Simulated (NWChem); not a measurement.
# LiOH; SMILES [Li][OH]

Results from NWChem. Structure relaxed at the PBE0/def2-SVP level. Level TPSS/def2-SVP: energy and gradient; each run changes one setting, and changes count from the defaults (medium grid, exact Coulomb integrals, symmetry on).

### Question
Which setting moves the energy most, and by about how much (symmetry off; extra-fine grid; coarse grid; Coulomb fitting, Weigend set; defaults; Becke weights)?

### Answer
Becke weights, by about 100 μHa.
```json
[
 {"setting": "defaults", "size of the energy change (μHa)": "< 10", "largest change of a gradient component (μHa/bohr)": "< 30"},
 {"setting": "Becke weights", "size of the energy change (μHa)": "100", "largest change of a gradient component (μHa/bohr)": "1000"},
 {"setting": "extra-fine grid", "size of the energy change (μHa)": "< 10", "largest change of a gradient component (μHa/bohr)": "30"},
 {"setting": "Coulomb fitting, Weigend set", "size of the energy change (μHa)": "30", "largest change of a gradient component (μHa/bohr)": "40"},
 {"setting": "symmetry off", "size of the energy change (μHa)": "< 10", "largest change of a gradient component (μHa/bohr)": "other frame"},
 {"setting": "coarse grid", "size of the energy change (μHa)": "20", "largest change of a gradient component (μHa/bohr)": "100"}
]
```
